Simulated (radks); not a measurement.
Task: All-electron atom: Tl V in [Xe] 4f14 5d9. Calculated with a radial shooting solver on a logarithmic mesh with Libxc functionals: Dirac Kohn-Sham, LDA (Slater exchange, Perdew-Zunger correlation), spin-unpolarised, spherical densities, point nucleus; open shells fill j = l - 1/2 first. Some entries of the table are withheld. Estimate them.

orbital  occ.  eigenvalue (hartree)  <r^2> (bohr^2)
1s1/2       2             -3140.958             (1)
2s1/2       2             -560.2258        0.005552
2p1/2       2             -537.9192        0.003914
2p3/2       4             -462.0745        0.005098
3s1/2       2             -134.9931         0.03602
3p1/2       2             -124.9274         0.03276
3p3/2       4             -108.0689         0.03913
3d3/2       4             -91.43050         0.02988
3d5/2       6             -87.82808         0.03161
4s1/2       2             -31.42612          0.1734
4p1/2       2                   (2)          0.1761
4p3/2       4                   (3)          0.2081
4d3/2       4             -15.90664          0.2173
4d5/2       6             -15.14009          0.2284
5s1/2       2              -6.50079          0.8572
4f5/2       6              -5.99130          0.2589
4f7/2       8              -5.82197          0.2662
5p1/2       2              -5.03520          0.9869
5p3/2       4              -4.27395           1.188
5d3/2       4              -2.24561           1.875
5d5/2       5              -2.15443           1.991
6s1/2       0              -1.73785           4.695
6p1/2       0              -1.37549           5.989
6p3/2       0              -1.25761           6.971
6d3/2       0                   (4)           12.37
6d5/2       0                   (5)           12.85
5f5/2       0                   (6)             (7)
5f7/2       0                   (8)             (9)

Result: 
(1) 1s1/2 <r^2> (bohr^2): 0.0003691
(2) 4p1/2 eigenvalue (hartree): -27.09320
(3) 4p3/2 eigenvalue (hartree): -22.98454
(4) 6d3/2 eigenvalue (hartree): -0.79641
(5) 6d5/2 eigenvalue (hartree): -0.78147
(6) 5f5/2 eigenvalue (hartree): -0.67489
(7) 5f5/2 <r^2> (bohr^2): 9.728
(8) 5f7/2 eigenvalue (hartree): -0.67230
(9) 5f7/2 <r^2> (bohr^2): 9.853
